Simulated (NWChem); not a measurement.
Molecule: Si2H3Cl, singlet; SMILES [Si]([SiH3])Cl

```xyz
6

Si     1.1064     0.2183     0.0000
Cl    -0.4855     1.5970     0.0000
Si    -0.3662    -1.7064     0.0000
H     -1.2375    -1.6537     1.2187
H      0.3705    -3.0109    -0.0026
H     -1.2431    -1.6515    -1.2147
```
Atoms are numbered in this order, from 1.

Low-valent species are run as closed-shell singlets; no triplet was tried in these runs. The geometry was optimised at PBE0/def2-SVP.

### Question
List the 4 lowest vertical singlet excitations from CAM-B3LYP/def2-SVPD, TDA (NWChem).

### Answer
```
state  energy (eV)  oscillator strength  leading excitation (squared amplitude)
-----  -----------  -------------------  --------------------------------------
S1            1.97                0.004                      HOMO → LUMO (0.99)
S2            4.85                0.019                    HOMO → LUMO+1 (0.92)
S3            5.18                0.009                    HOMO−1 → LUMO (0.90)
S4            5.66                0.010                    HOMO−3 → LUMO (0.76)
```
